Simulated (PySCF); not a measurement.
# Working out the ionisation energy of Ru²⁺

Ru²⁺ [Kr] 4d6 (5D) → Ru³⁺ [Kr] 4d5 (6S). All numbers are calculated (PySCF 2.14, scalar relativity by spin-free X2C-1e, in x2c-TZVPall (8s6p6d1f, 63 functions)). Frozen: [Kr]. Energies in hartree (1 hartree = 27.21139 eV):

```csv
part,Ru²⁺ (lower),Ru³⁺ (upper)
UHF,-4527.208323,-4526.234596
MP2 opposite-spin,-0.033682,0.000000
MP2 same-spin,-0.047725,-0.047232
```

Q: What does Hartree-Fock give?

A: (-4526.234596) − (-4527.208323) = 0.973727 hartree = 26.496 eV.

Q: What do MP2 and SCS-MP2 (6/5 opposite-spin, 1/3 same-spin) give?

A: The opposite-spin parts differ by 0.917 eV and the same-spin parts by 0.013 eV. MP2: 26.496 + (0.917) + (0.013) = 27.426 eV. SCS-MP2: 26.496 + 1.2 × (0.917) + (0.013)/3 = 27.601 eV.

Reference: 28.47 eV (semi-empirical (NIST evaluation); NIST Atomic Spectra Database, ionization energies), between the lowest levels; spin-orbit coupling is absent from the calculation.

What remains against the reference includes basis incompleteness, the frozen core and correlation beyond second order.
